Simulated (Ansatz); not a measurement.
Reaction (substitution at a C–O bond): `B/C=C/CO` + H–F → `B/C=C/CF` + H₂O

Calculated with Ansatz (gas phase, PBE0-D4/def2-TZVP geometries, no zero-point term in ΔE). CBS: MP2 limit from def2 TZ/QZ plus the TZ coupled-cluster correction, frozen cores. This one scheme is used for every species. Double bonds are as drawn, so ΔE can hold a change between cis and trans. Functionals use def2-TZVPP. B3LYP here is the variant with VWN-RPA as its local correlation; programs differ in this. One conformer a species, not always the lowest.

`B/C=C/CO`:

Z-matrix (Å, degrees):
```
C
O 1 1.412
C 1 1.491 2 112.3
H 1 1.098 2 111.9 3 -124.7
H 1 1.096 2 105.6 3 118.8
H 2 0.961 1 108.2 3 60.9
C 3 1.343 1 125.7 2 -134.7
H 3 1.090 1 114.9 2 45.2
B 7 1.530 3 120.9 1 -178.3
H 7 1.090 3 117.3 1 0.5
H 9 1.199 7 118.8 3 -3.7
H 9 1.197 7 121.9 3 176.3
```

H–F:

```xyz
2

F    -0.197   -0.395    0.130
H     0.197    0.395   -0.130
```

`B/C=C/CF`:

```xyz
11

B     0.789    1.000   -1.719
C    -0.183    0.283   -0.781
C     0.226   -0.117    0.432
C    -0.594   -0.819    1.447
F    -1.880   -1.042    1.024
H     1.913    1.193   -1.349
H     0.460    1.371   -2.807
H    -1.215    0.075   -1.052
H     1.253    0.072    0.742
H    -0.632   -0.229    2.372
H    -0.139   -1.788    1.692
```

H₂O:

```xyz
3

O     0.117    0.365   -0.065
H    -0.499   -0.152   -0.588
H     0.382   -0.213    0.653
```

```
             level  ΔE (kJ/mol)  difference from CCSD(T)/CBS
            PBE-D4         -6.4                         -3.7
          B3LYP-D4         -8.5                         -5.8
           ωB97X-V         -8.5                         -5.8
           ωB97M-V         -8.1                         -5.4
               PBE         -7.9                         -5.2
            r2SCAN        -10.4                         -7.7
              PBE0         -6.7                         -4.0
     HF/def2-TZVPP        -12.0                         -9.3
SCS-MP2/def2-TZVPP         -2.2                          0.5
   CCSD/def2-TZVPP         -3.8                         -1.1
CCSD(T)/def2-TZVPP         -2.6                          0.1
     HF/def2-QZVPP        -12.1                         -9.4
SCS-MP2/def2-QZVPP         -2.1                          0.6
      HF/CBS(def2)        -12.2                         -9.5
     MP2/CBS(def2)          0.8                          3.5
    CCSD/CBS(def2)         -3.9                         -1.2
       CCSD(T)/CBS         -2.7                            0
```

Largest T1 diagnostic among the species: 0.011.

In def2-TZVPP, CCSD(T) changes the Hartree–Fock value by +9.4 kJ/mol (the triples alone add +1.2 kJ/mol) and MP2 by +12.8 kJ/mol.
